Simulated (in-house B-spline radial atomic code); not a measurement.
# Ionising Sr2+ with different functionals

Computed with a B-spline radial code for spherical atoms: scalar-relativistic (spin-free X2C) Hamiltonian, Fermi nucleus of rms radius 4.224 fm, spin-polarised at highest spin, spherical fractional occupations for the functionals, and exact exchange of hybrids averaged over the configuration. The ionisation energy is the difference of two self-consistent energies, [Ar] 3d10 4s2 4p6 → [Ar] 3d10 4s2 4p5, without Breit or QED terms; ε is the level of the shell that loses the electron (its least bound occupied spin orbital). There is no spin-orbit coupling in this Hamiltonian.

| method | rung | ΔSCF (eV) | -ε(4p) (eV) |
| --- | --- | --- | --- |
| PBE0 | global hybrid | 43.12 | 38.46 |
| B3LYP | global hybrid | 43.10 | 38.05 |
| TPSSh | global hybrid | ? | ? |
| BHandHLYP | global hybrid | 43.04 | 40.19 |
| r2SCAN0 | global hybrid | 43.45 | 38.84 |
| B97-1 | global hybrid | 43.05 | 38.09 |
| HSE06 | range-separated hybrid | ? | ? |
| wB97X | range-separated hybrid | 42.91 | 40.96 |
| CAM-B3LYP | range-separated hybrid | 43.07 | 39.92 |
| LC-wPBE | range-separated hybrid | 43.08 | 41.44 |

**Question.** What does HSE06 give?

**Answer.** ΔSCF 43.08 eV, and -ε(4p) = 38.01 eV.

**Question.** What does TPSSh give?

**Answer.** ΔSCF 43.20 eV, and -ε(4p) = 37.48 eV.

**Question.** Among the functionals, which spreads more, the ΔSCF values or the orbital energies?

**Answer.** The orbital energies: ΔSCF values span about 0.54 eV and the orbital energies 3.95 eV; here energy differences depend much less on the functional than eigenvalues do.

**Question.** How do they compare with the NIST value?

**Answer.** NIST lists 42.884 eV (measured, ground level to ground level). Errors run from +0.02 to +0.56 eV; wB97X is closest (+0.02 eV), but part of that can be cancellation, since the calculations leave out spin-orbit coupling, Breit-QED terms, multiplet and fine-structure energies.
